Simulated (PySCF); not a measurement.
selenophene (C₄H₄Se), SMILES c1cc[se]c1.

The structure is a stationary point at r2SCAN-D4/def2-SVP.

The numbers are results of PySCF with TDDFT-LC-ωPBE/def2-SVPD, not measurements.

Vertical excitations. The molecule is in vacuum. State labels are in the subgroup C2v.

### Question
Estimate the UV-visible absorptions. (Estimate from the structure and the level; the computed values follow.)

### Answer

```tsv
state	symmetry	energy (eV)	λ (nm)	f	main pairs
S1	A1	5.55	223	0.133	HOMO→LUMO 92 %
S2	A2	5.62	220	0.000	HOMO→LUMO+1 58 %, HOMO→LUMO+5 31 %
S3	B2	5.72	217	0.068	HOMO−1→LUMO 94 %
S4	B1	6.34	195	0.004	HOMO−1→LUMO+1 62 %, HOMO−1→LUMO+5 27 %
S5	B1	7.16	173	0.033	HOMO→LUMO+2 72 %, HOMO→LUMO+3 15 %
T1	B2	3.48	357	0	HOMO−1→LUMO 91 %
T2	A1	4.22	294	0	HOMO→LUMO 94 %
T3	A2	5.20	238	0	HOMO→LUMO+1 52 %, HOMO→LUMO+5 34 %, HOMO→LUMO+8 9 %
T4	A1	5.77	215	0	HOMO−1→LUMO+7 72 %, HOMO−4→LUMO 18 %
```
Triplets are in the Tamm–Dancoff approximation, which puts them higher than full response would, so one can lie above its singlet here.
